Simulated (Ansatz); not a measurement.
Isolated molecules relaxed with PBE0-D4/def2-TZVP in Ansatz; ΔE leaves out vibrations. CCSD(T)/CBS is the MP2 limit (def2-TZVPP, def2-QZVPP) plus CCSD(T) − MP2 in def2-TZVPP, frozen cores. This one scheme is used for every species. Double bonds are as drawn, so ΔE can hold a change between cis and trans. Functionals use def2-TZVPP. One conformer a species, not always the lowest.

Consider the substitution at a C–C bond: `[SiH3]C/C=C/Cl` + `CC=N` → `C/C=N\C=C\Cl` + `C[SiH3]`.

| level | ΔE (kJ/mol) |
| --- | --- |
| ωB97X-V | 3.9 |
| CCSD/def2-TZVPP | 6.9 |
| CCSD(T)/def2-TZVPP | 4.3 |
| SCS-MP2/def2-QZVPP | 5.0 |

(1) What does CCSD(T)/CBS give? (Best estimate.)

Largest T1 diagnostic among the species: 0.012.

## Answers

(1) Computed: +4.7 kJ/mol. The listed levels differ from it by -0.8, 2.2, -0.4, 0.3 kJ/mol.

From PBE to PBE0 (25 % exact exchange), in def2-TZVPP and without D4, ΔE moves by +4.3 kJ/mol.
